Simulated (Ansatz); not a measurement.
Harmonic frequencies (cm⁻¹) at PBE0-D4/def2-TZVP from Ansatz: 126, 201, 202, 339, 465, 566, 681, 910, 1025, 1047, 1105, 1192, 1324, 1367, 1443, 1623, 1728, 2544, 3024, 3611, 3755.

Each molecule was computed in one conformer, which needn't be the lowest.

Question: Which molecule is it?
A. `N=C=C[O][AlH2]`
B. `N/C=N/BF`
C. `B[O][AlH][BH2]`
D. `NC1(F)BN1`

Answer: B.
